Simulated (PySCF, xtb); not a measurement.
H₄Se₂Si, SMILES [SeH][SiH2][SeH]. Other conformers were not sampled.

Harmonic wavenumbers (cm⁻¹) from GFN2-xTB (xtb) at its own minimum, in rising order: 84, 91, 137, 321, 398, 417, 533, 562, 616, 693, 739, 2081, 2089, 2312, 2313.

Q: What does PySCF 2.14.0 with PBE0-D3(BJ)/def2-SVP give at its own minimum? (Estimate from the structure and the level; the computed values follow.)

A: 97, 199, 211, 353, 443, 448, 586, 678, 774, 838, 915, 2238, 2250, 2454, 2455. Paired by order, the mean absolute difference is 104 cm⁻¹ and the zero-point energies are 19.1 and 21.4 kcal/mol.
